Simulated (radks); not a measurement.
Species: Yb63+. Configuration: [He] 2s2 2p3. Calculated with a radial shooting solver on a logarithmic mesh with Libxc functionals: Dirac Kohn-Sham, PBE, spin-unpolarised, spherical densities, finite nucleus; open shells fill j = l - 1/2 first; Fermi nuclear charge, rms radius 5.3108 fm.

Normalised radial functions P(r) = r R(r) (large component), r in bohr:

r          1s1/2    2s1/2   2p3/2
0.001046  1.6085   0.6126  0.0106
0.001151  1.7343   0.6599  0.0127
0.001267  1.8685   0.7102  0.0152
0.001395  2.0114   0.7637  0.0182
0.001523  2.1502   0.8155  0.0215
0.001676  2.3104   0.8750  0.0257
0.001845  2.4799   0.9377  0.0308
0.002031  2.6587   1.0034  0.0368
0.002236  2.8465   1.0720  0.0440
0.002461  3.0433   1.1434  0.0526
0.002688  3.2310   1.2109  0.0618
0.002958  3.4434   1.2864  0.0738
0.003256  3.6627   1.3634  0.0879
0.003585  3.8878   1.4411  0.1046
0.003946  4.1172   1.5187  0.1244
0.004309  4.3298   1.5888  0.1456
0.004743  4.5621   1.6629  0.1727
0.005221  4.7922   1.7331  0.2045
0.005747  5.0171   1.7977  0.2418
0.006326  5.2331   1.8544  0.2853
0.006908  5.4201   1.8975  0.3315
0.007604  5.6078   1.9324  0.3897
0.00837   5.7738   1.9516  0.4569
0.009213  5.9129   1.9520  0.5343
0.01014   6.0198   1.9299  0.6231
0.01107   6.0849   1.8867  0.7154
0.01219   6.1149   1.8112  0.8289
0.01342   6.0974   1.7023  0.9568
0.01477   6.0282   1.5565  1.0997
0.01626   5.9038   1.3706  1.2583
0.0179    5.7224   1.1424  1.4324
0.01954   5.5058   0.8947  1.6053
0.02151   5.2162   0.5825  1.8073
0.02368   4.8746   0.2281  2.0212
0.02607   4.4874  -0.1648  2.2439
0.02869   4.0632  -0.5901  2.4714
0.03133   3.6510  -1.0009  2.6793
0.03449   3.1875  -1.4613  2.8993
0.03796   2.7228  -1.9205  3.1045
0.04179   2.2706  -2.3620  3.2860
0.046     1.8442  -2.7676  3.4343
0.05023   1.4858  -3.0915  3.5325
0.05529   1.1385  -3.3751  3.5899
0.06086   0.8425  -3.5699  3.5877
0.067     0.6000  -3.6631  3.5200
0.07375   0.4096  -3.6473  3.3844
0.08053   0.2772  -3.5367  3.2017
0.08864   0.1724  -3.3181  2.9441
0.09758   0.1014  -3.0118  2.6361
0.1074    0.0561  -2.6397  2.2921
0.1182    0.0290  -2.2285  1.9298
0.1301    0.0139  -1.8071  1.5683
0.1421    0.0066  -1.4354  1.2532
0.1564    0.0027  -1.0672  0.9419
0.1722    0.0010  -0.7538  0.6755
0.1895    0.0003  -0.5035  0.4600
0.2086    0.0001  -0.3163  0.2960
0.2278    0.0000  -0.1947  0.1870
0.2508    0.0000  -0.1070  0.1061
0.2761    0.0000  -0.0542  0.0558

1s1/2: eigenvalue -67559 eV, 0 radial nodes, <r> = 0.0196 bohr, 90 % of the charge inside 0.0356 bohr. 2s1/2: eigenvalue -16038.7 eV, 1 radial node at r = 0.0251 bohr, <r> = 0.0802 bohr, 90 % of the charge inside 0.125 bohr. 2p3/2: eigenvalue -14601.2 eV, 0 radial nodes, <r> = 0.0732 bohr, 90 % of the charge inside 0.118 bohr.
